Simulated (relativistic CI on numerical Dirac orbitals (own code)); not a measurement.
Inner-shell lines of Pt⁶⁴⁺

Computed by Dirac-Coulomb-Breit CI, KLI orbitals optimised for each configuration, model QED (radiative potential, 1s self-energy scaled to tabulated hydrogen-like ionisation energies), valence Slater integrals scaled by 0.9 (own radial code, finite nucleus).

Configuration list (outside the closed core 1s2 2s2): 2p⁶3s²3p², 2p⁵3s²3p²3d, 2p⁵3s²3p²4s, 2p⁵3s²3p²4d, 2p⁵3s3p³4s, 2p⁶3s3p³. Levels of other configurations are missing.

The table holds the strongest lines. The upper levels have an inner-shell vacancy. Auger decay, open to those above the ionisation limit, is not computed, and radiative decays to configurations outside the model are missing too. Absolute energies can be off by a few tenths of a per cent, and at this charge the scaling can make term splittings too narrow, so close lines can change order. LS names give the leading component, which can be well under half, for lower levels too. Brackets number the levels in order of energy.

```csv
E (eV),Upper,Lower,A (s⁻¹),gA (s⁻¹)
10055.6,2p⁵3s²3p²3d ³D°3 [67],2p⁶3s²3p² ¹D2 [3],6.28e+14,4.40e+15
10056.7,2p⁵3s²3p²3d ³D°3 [104],2p⁶3s²3p² ³P2 [6],1.08e+15,7.58e+15
10060.6,2p⁵3s²3p²3d ³P°2 [66],2p⁶3s²3p² ³P1 [2],1.21e+15,6.07e+15
10069.7,2p⁵3s²3p²3d ³D°1 [23],2p⁶3s²3p² ³P0 [1],3.28e+15,9.85e+15
10074.7,2p⁵3s²3p²3d ¹F°3 [72],2p⁶3s²3p² ¹D2 [3],2.26e+15,1.58e+16
10076.5,2p⁵3s²3p²3d ³D°3 [111],2p⁶3s²3p² ³P2 [6],1.47e+15,1.03e+16
10077.4,2p⁵3s²3p²3d ³D°2 [70],2p⁶3s²3p² ³P1 [2],1.57e+15,7.84e+15
10078.0,2p⁵3s²3p²3d ¹D°2 [74],2p⁶3s²3p² ¹D2 [3],2.98e+15,1.49e+16
10079.5,2p⁵3s²3p²3d ³D°1 [71],2p⁶3s²3p² ³P1 [2],2.81e+15,8.44e+15
10079.9,2p⁵3s²3p²3d ¹P°1 [115],2p⁶3s²3p² ¹S0 [7],3.16e+15,9.48e+15
10080.9,2p⁵3s²3p²3d ¹P°1 [75],2p⁶3s²3p² ¹D2 [3],2.97e+15,8.90e+15
10085.1,2p⁵3s²3p²3d ³P°2 [112],2p⁶3s²3p² ³P2 [6],2.61e+15,1.30e+16
10089.2,2p⁵3s²3p²3d ³P°1 [114],2p⁶3s²3p² ³P2 [6],2.98e+15,8.93e+15
10104.2,2p⁵3s²3p²3d ³D°3 [116],2p⁶3s²3p² ³P2 [6],6.54e+14,4.58e+15
11687.8,2p⁵3s²3p²3d ³D°2 [127],2p⁶3s²3p² ¹D2 [3],6.91e+14,3.46e+15
11691.7,2p⁵3s²3p²3d ³D°1 [126],2p⁶3s²3p² ³P1 [2],1.65e+15,4.96e+15
11692.1,2p⁵3s²3p²3d ¹F°3 [129],2p⁶3s²3p² ¹D2 [3],1.47e+15,1.03e+16
11697.2,2p⁵3s²3p²3d ³D°2 [127],2p⁶3s²3p² ³P1 [2],9.94e+14,4.97e+15
11700.4,2p⁵3s²3p²3d ³D°1 [119],2p⁶3s²3p² ³P0 [1],2.07e+15,6.20e+15
11706.2,2p⁵3s²3p²3d ³F°2 [157],2p⁶3s²3p² ³P2 [6],1.41e+15,7.07e+15
11708.0,2p⁵3s²3p²3d ³P°1 [158],2p⁶3s²3p² ³P2 [6],1.92e+15,5.76e+15
11709.4,2p⁵3s²3p²3d ³P°2 [130],2p⁶3s²3p² ¹D2 [3],9.09e+14,4.55e+15
11712.6,2p⁵3s²3p²3d ³D°1 [163],2p⁶3s²3p² ¹S0 [7],1.90e+15,5.70e+15
11713.2,2p⁵3s²3p²3d ³D°3 [159],2p⁶3s²3p² ³P2 [6],2.03e+15,1.42e+16
11713.3,2p⁵3s²3p²3d ³P°1 [131],2p⁶3s²3p² ¹D2 [3],1.97e+15,5.90e+15
11718.7,2p⁵3s²3p²3d ³P°2 [130],2p⁶3s²3p² ³P1 [2],9.86e+14,4.93e+15
11726.9,2p⁵3s²3p²3d ³F°3 [133],2p⁶3s²3p² ¹D2 [3],5.53e+14,3.87e+15
13059.2,2p⁵3s²3p²4d ³D°1 [183],2p⁶3s²3p² ³P0 [1],1.17e+15,3.52e+15
13063.6,2p⁵3s²3p²4d ³D°2 [246],2p⁶3s²3p² ³P1 [2],6.60e+14,3.30e+15
13069.5,2p⁵3s²3p²4d ³D°3 [340],2p⁶3s²3p² ³P2 [6],6.12e+14,4.28e+15
13069.7,2p⁵3s²3p²4d ¹F°3 [261],2p⁶3s²3p² ¹D2 [3],6.17e+14,4.32e+15
13073.5,2p⁵3s²3p²4d ³P°2 [343],2p⁶3s²3p² ³P2 [6],9.64e+14,4.82e+15
13075.6,2p⁵3s²3p²4d ³S°1 [345],2p⁶3s²3p² ³P2 [6],1.13e+15,3.39e+15
14782.8,2p⁵3s²3p²4d ³P°2 [453],2p⁶3s²3p² ³P2 [6],7.19e+14,3.59e+15
14783.6,2p⁵3s²3p²4d ³D°3 [455],2p⁶3s²3p² ³P2 [6],7.37e+14,5.16e+15
```
